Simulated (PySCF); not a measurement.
Compound: SnCl(NCO)3, C₃ClN₃O₃Sn.
Cartesian coordinates in Å at the PBE0-D3(BJ)/def2-SVP level; atoms count from 1:
```xyz
11
C3ClN3O3Sn angstrom
Sn    -0.005    0.033    0.378
Cl    -0.017    0.224    2.686
N      1.785   -0.530   -0.272
C      2.956   -0.225   -0.290
O      4.095    0.004   -0.347
N     -0.472    1.770   -0.469
C     -1.337    2.617   -0.453
O     -2.127    3.470   -0.491
N     -1.335   -1.317   -0.215
C     -1.574   -2.504   -0.225
O     -1.870   -3.628   -0.272
```

Computed with PySCF 2.14.0, PBE0-D3(BJ)/def2-SVP geometry optimisation, gas phase, def2 core potentials past Kr.

(1) Which atoms are bound to Sn1, and at what distances?

(2) List the angles at Sn1.

(3) What is the shape at Sn1?

(4) What are the other bond lengths?

(5) Give some angles away from the centre.

Answers

(1) 4 atoms: N9 1.986 Å, N3 1.986 Å, N6 1.988 Å, Cl2 2.316 Å. The nearest atom not counted as bound is C7, at 3.02 Å.

(2) 
```json
{"angle": "Cl2–Sn1–N3", "degrees": "110.8", "distance of the outer atoms (Å)": "3.55"}
{"angle": "Cl2–Sn1–N6", "degrees": "110.5", "distance of the outer atoms (Å)": "3.54"}
{"angle": "Cl2–Sn1–N9", "degrees": "110.5", "distance of the outer atoms (Å)": "3.54"}
{"angle": "N3–Sn1–N6", "degrees": "108.6", "distance of the outer atoms (Å)": "3.23"}
{"angle": "N3–Sn1–N9", "degrees": "108.3", "distance of the outer atoms (Å)": "3.22"}
{"angle": "N6–Sn1–N9", "degrees": "108.0", "distance of the outer atoms (Å)": "3.22"}
```

(3) Tetrahedral: angles from 108.0° to 110.8°; τ4 = (360° − α − β)/141° = 0.98 with α and β the two widest (0 for a square, 1 for a tetrahedron).

(4) N3–C4, N6–C7, N9–C10 1.211 Å; C4–O5, C7–O8, C10–O11 1.163 Å.

(5) Sn1–N3–C4 143.7°, N3–C4–O5 176.2°, Sn1–N6–C7 140.6°.

Point group: near C3, missed by 0.18 Å at most; the miss may be what the optimiser left on a soft mode. Charge 0, singlet. Not checked by PBE0-D3(BJ)/def2-SVP frequencies.

One conformer stands for the species.
